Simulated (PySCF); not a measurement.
# Co²⁶⁺ (cobalt, charge +26) across methods

1s1, 2S determinant. Computed with PySCF 2.14 in an uncontracted even-tempered set (17 s from 28 bohr⁻², ratio 2.2; 7 p from 43 bohr⁻², ratio 2.4; 4 d from 130 bohr⁻², ratio 2.4; 3 f from 190 bohr⁻², ratio 2.4; 3 g from 290 bohr⁻², ratio 2.4), with scalar relativity by spin-free X2C-1e.

```tsv
method	E (hartree)	mean ε 1s α (eV)	Σ⟨r²⟩ (bohr²)	⟨S²⟩
LDA	-366.954	-9818.3	0.004004	0.750
r2SCAN	-368.117	-9861.8	0.003988	0.750
r2SCAN0	-368.114	-9900.5	0.003986	0.750
PBE	-367.958	-9841.2	0.003995	0.750
PBE0	-367.996	-9885.1	0.003992	0.750
```

Problem. Estimate the same row for UHF.

Solution. E (hartree) = -368.10530; mean ε 1s α (eV) = -10016.7; Σ⟨r²⟩ (bohr²) = 0.003983; ⟨S²⟩ = 0.750.

For one electron the Hartree and exchange-correlation energies should cancel; what remains is the self-interaction error.
